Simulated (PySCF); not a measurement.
NICS in rings of unrelated molecules.

Definitions: NICS(0) = −σiso at the ring centroid; NICS(1) = −σiso and NICS(1)zz = −σzz at ±1 Å along the ring normal z. Level: GIAO PBE0/pcSseg-1 (PySCF, non-relativistic, gas phase) on the GFN2-xTB geometries, one conformer each. Atom numbers follow the mapped SMILES.

Question: Order these rings by mean NICS(1)zz, lowest (most negative) first (ppm).
A. ring Si3–C7–S8–C9 in `[CH3:1][CH2:2][Si:3]1([C:4](=[O:5])[O-:6])[CH2:7][S:8][CH2:9]1` (charge -1)
B. ring C2–O3–S4–O6–C7 in `[CH3:1][C@@H:2]1[O:3][S@@:4](=[O:5])[O:6][C@:7]1([CH3:8])[F:9]`
C. ring C6–N7–N8–N9–C10 in `[CH2:1]=[CH:2][c:3]1[cH:4][cH:5][c:6]2[n-:7][n:8][n:9][c:10]2[cH:11]1` (charge -1)
D. ring C4–C5–C6–C7–C8–S9 in `[CH2:1]=[CH:2][CH2:3][c:4]1[cH:5][cH:6][cH:7][cH:8][s+:9]1` (charge +1)
E. ring Si3–C5–C6–C10 in `[CH:1]#[C:2][Si@:3]1([CH3:4])[CH2:5][C@@H:6]([C:7](=[O:8])[OH:9])[CH2:10]1`
F. ring Si4–C6–C7–Si8–O9 in `[CH3:1][C:2]#[C:3][Si@:4]1([CH3:5])[CH2:6][CH2:7][SiH2:8][O:9]1`

Answer: C (-40.4), D (-23.8), B (-4.7), F (-2.7), E (4.8), A (6.1).

```tsv
SMILES	ring	NICS(0)	NICS(1)	NICS(1)zz	HOMA	rms pucker (Å)	ring atoms with four or more neighbours
C=Cc1ccc2[n-]nnc2c1	5-membered ring with 3 N; formal bonds all aromatic	-12.6	-15.9	-40.4	0.86	0.00	0
C=CCc1cccc[s+]1	6-membered ring with S; formal bonds all aromatic	-7.2	-10.2	-23.8	0.95	0.00	0
C[C@@H]1O[S@@](=O)O[C@]1(C)F	5-membered ring with 2 O and S; formal bonds all single	-7.9	-3.3	-4.7	–	0.17	2
CC#C[Si@]1(C)CC[SiH2]O1	5-membered ring with O and 2 Si; formal bonds all single	-5.1	-3.0	-2.7	–	0.14	4
C#C[Si@]1(C)C[C@@H](C(=O)O)C1	4-membered ring with Si; formal bonds all single	0.5	-0.8	4.8	–	0.07	4
CC[Si]1(C(=O)[O-])CSC1	4-membered ring with S and Si; formal bonds all single	-2.3	-0.1	6.1	–	0.04	3
```

NICS(0) gives another order. The isotropic NICS(1) gives the same order. HOMA uses Krygowski's 1993 parameters; it is left out where a ring has a four-coordinate atom, a triple bond, no multiple bond or a kind of bond without parameters. NICS(1) and NICS(1)zz are means over the two faces.
